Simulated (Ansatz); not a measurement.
`C[N]([GeH3])[SiH](O)F` → `[CH2]` (triplet) + `O[SiH](F)[NH][GeH3]`  (formal loss of a carbene)

Isolated molecules relaxed with PBE0-D4/def2-TZVP in Ansatz; ΔE leaves out vibrations. CCSD(T)/CBS is the MP2 limit (def2-TZVPP, def2-QZVPP) plus CCSD(T) − MP2 in def2-TZVPP, frozen cores. This one scheme is used for every species. DFT in def2-TZVPP. B3LYP here is the variant with VWN-RPA as its local correlation; programs differ in this. Triplets are unrestricted, without spin–orbit coupling. For Ge outer-core shells are correlated without core-valence functions, which leaves a few kJ/mol of doubt a bond. Scalar relativity is left out up to krypton. One conformer a species, not always the lowest.

`C[N]([GeH3])[SiH](O)F`:

Cartesian coordinates in Å:
```
C 1.238 -0.349 -1.191
N 0.219 -0.106 -0.179
Ge 0.297 -1.211 1.304
Si -0.865 1.179 -0.343
O -2.269 0.748 0.375
F -0.398 2.534 0.377
H 2.247 -0.137 -0.820
H 1.071 0.283 -2.068
H 1.218 -1.389 -1.536
H -0.644 -0.665 2.379
H -0.098 -2.637 0.878
H 1.757 -1.221 1.793
H -1.000 1.527 -1.773
H -2.773 1.443 0.802
```

`[CH2]` (triplet):

Cartesian coordinates in Å:
```
C 0.251 -0.031 -0.110
H -0.537 -0.210 -0.825
H 0.285 0.240 0.934
```

`O[SiH](F)[NH][GeH3]`:

```xyz
11

O    -1.819    0.841   -0.439
Si   -1.318   -0.639    0.030
F    -1.878   -1.795   -0.918
N     0.376   -0.725   -0.038
Ge    1.574    0.637    0.302
H    -1.513    1.173   -1.285
H    -1.935   -0.847    1.351
H     0.798   -1.632   -0.166
H     1.512    1.679   -0.829
H     2.966   -0.009    0.355
H     1.236    1.318    1.637
```

```csv
level,ΔE (kJ/mol),difference from CCSD(T)/CBS
PBE-D4,405.1,9.0
r2SCAN-D4,372.4,-23.7
PBE0-D4,394.5,-1.6
B3LYP-D4,391.5,-4.6
ωB97X-V,408.2,12.1
ωB97M-V,398.9,2.8
B2PLYP,385.4,-10.7
PBE,396.1,0.0
r2SCAN,369.9,-26.2
PBE0,386.8,-9.3
B3LYP,377.3,-18.8
HF/def2-TZVPP,243.5,-152.6
MP2/def2-TZVPP,398.1,2.0
SCS-MP2/def2-TZVPP,399.1,3.0
CCSD/def2-TZVPP,373.9,-22.2
CCSD(T)/def2-TZVPP,386.3,-9.8
HF/def2-QZVPP,243.2,-152.9
MP2/def2-QZVPP,403.7,7.6
SCS-MP2/def2-QZVPP,405.7,9.6
HF/CBS(def2),243.2,-152.9
MP2/CBS(def2),407.9,11.8
CCSD/CBS(def2),383.7,-12.4
CCSD(T)/CBS,396.1,0
```

Largest T1 diagnostic among the species: 0.012.

From PBE to PBE0 (25 % exact exchange), in def2-TZVPP and without D4, ΔE moves by −9.4 kJ/mol. The D4 term adds +14.2 kJ/mol with B3LYP and +7.8 kJ/mol with PBE0; it sums over pairs of atoms, weighted by their polarisabilities, and B3LYP, whose exchange is more repulsive, gets the larger term.
